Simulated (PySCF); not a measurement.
Computed IR spectrum (relative IR intensity) of a molecule C4H4N, multiplicity 2. Coordinates come from a PBE-D3(BJ)/def2-SVP optimisation. Other conformers were not sampled. All values below come from PBE-D3(BJ)/def2-SVP in PySCF. No scaling factor is applied to the harmonic values.

```tsv
ν (cm⁻¹)	relative intensity
461	49
607	2.3
658	69
727	71
817	3.2
854	2.5
995	23
1029	26
1083	9.1
1163	12
1208	5.0
1348	2.8
1382	9.7
1449	19
3586	100
```

Q: Pick the molecule that these values belong to.
A) [c]1ccc[nH]1
B) [c]1cc[nH]c1
C) C1=C[N]C=C1

A: A, [c]1ccc[nH]1
